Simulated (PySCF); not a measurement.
**Correlation energy of Ne+ (neon, charge +1)**

[He] 2s2 2p5, 2P determinant. All numbers are calculated (PySCF 2.14, scalar relativity by spin-free X2C-1e, in jorge-DZP-DKH (4s2p1d, 15 functions)). Frozen: 1s2; 7 electrons correlated.

MP2 pair energies summed by pair of shells (mhartree):

```tsv
pair	energy	share (%)
2p-2p	-74.74	62.6
2s-2p	-37.19	31.1
2s-2s	-7.53	6.3
```

Total MP2 correlation energy: -119.47 mhartree.

Same-spin part -29.53 and opposite-spin part -89.93 mhartree; SCS-MP2 scales them by 1/3 and 6/5 to -117.76 mhartree.

```
  level  correlation energy (mhartree)
   CCSD                        -129.45
    (T)                          -1.33
CCSD(T)                        -130.78
```

Diagnostics: T1 = 0.0045, D1 = 0.0075, largest double amplitude 0.034.

**Question.** Is a single reference adequate?

**Answer.** Yes: T1 lies below 0.03 and no double amplitude reaches 0.07.
